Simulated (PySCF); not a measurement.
# `[C@@H]1(F)C[Si@H]1Br`, C$_{2}$H$_{4}$BrFSi

Geometry:
| atom | x (Å) | y (Å) | z (Å) |
| --- | --- | --- | --- |
| F1 | -2.041 | 0.230 | 0.452 |
| C2 | -0.891 | 0.284 | -0.276 |
| C3 | 0.008 | -0.958 | -0.207 |
| Si4 | 0.770 | 0.569 | 0.521 |
| Br5 | 2.350 | 1.659 | -0.575 |
| H6 | -1.071 | 0.672 | -1.289 |
| H7 | 0.318 | -1.411 | -1.155 |
| H8 | -0.318 | -1.702 | 0.532 |
| H9 | 0.906 | 0.684 | 1.989 |

Level of theory: TDDFT CAM-B3LYP/def2-SVPD circular dichroism and optical rotation, one conformer, gas phase in PySCF. Geometry: PBE0-D3(BJ)/def2-SVP.

The calculation is non-relativistic, which matters for the atoms heavier than Zn.

**Question.** Assign R or S to each stereocentre.

**Answer.** C2 S, Si4 R.

**Question.** List the lowest 12 singlet excitations with oscillator and rotatory strengths.

**Answer.** Rotatory strengths R in 10⁻⁴⁰ esu² cm², velocity form and length form (origin at the centre of mass); f in length form.
| state | E (eV) | λ (nm) | f | R (velocity) | R (length) | main |
| --- | --- | --- | --- | --- | --- | --- |
| 1 | 5.51 | 225 | 0.003 | -7.2 | -6.0 | HOMO→LUMO 0.88 |
| 2 | 6.37 | 195 | 0.006 | +1.8 | +2.3 | HOMO→LUMO+2 0.58, HOMO→LUMO+1 0.11 |
| 3 | 6.50 | 191 | 0.051 | -16.0 | -16.1 | HOMO→LUMO+1 0.52, HOMO−1→LUMO 0.25 |
| 4 | 6.78 | 183 | 0.146 | +6.1 | +5.9 | HOMO−1→LUMO 0.53, HOMO→LUMO+1 0.29 |
| 5 | 6.98 | 178 | 0.005 | -0.4 | -0.1 | HOMO→LUMO+3 0.69, HOMO→LUMO+2 0.14 |
| 6 | 7.31 | 170 | 0.009 | +1.5 | +2.0 | HOMO−1→LUMO+1 0.48, HOMO→LUMO+6 0.14 |
| 7 | 7.42 | 167 | 0.007 | +20.9 | +20.5 | HOMO−2→LUMO 0.40, HOMO→LUMO+4 0.11 |
| 8 | 7.50 | 165 | 0.015 | -18.3 | -17.6 | HOMO−1→LUMO+1 0.28, HOMO−2→LUMO 0.26 |
| 9 | 7.51 | 165 | 0.024 | +22.0 | +21.2 | HOMO−3→LUMO 0.56, HOMO−1→LUMO+2 0.22 |
| 10 | 7.77 | 159 | 0.026 | -7.0 | -8.3 | HOMO→LUMO+5 0.43, HOMO→LUMO+4 0.21 |
| 11 | 7.87 | 158 | 0.027 | +1.6 | +0.9 | HOMO→LUMO+6 0.17, HOMO−1→LUMO+2 0.15 |
| 12 | 8.01 | 155 | 0.037 | -20.7 | -21.8 | HOMO−1→LUMO+3 0.44, HOMO→LUMO+4 0.10 |

Among the states computed, the strongest CD band (largest |R|) is state 9. The largest dissymmetry factor in size, g = 4R/(D+G), with D and G the electric and magnetic dipole strengths, is +0.034 for state 7 (velocity form, f = 0.007), among bands with |R| over 0.5. The mirror image has the same energies and oscillator strengths and all R with the opposite sign.
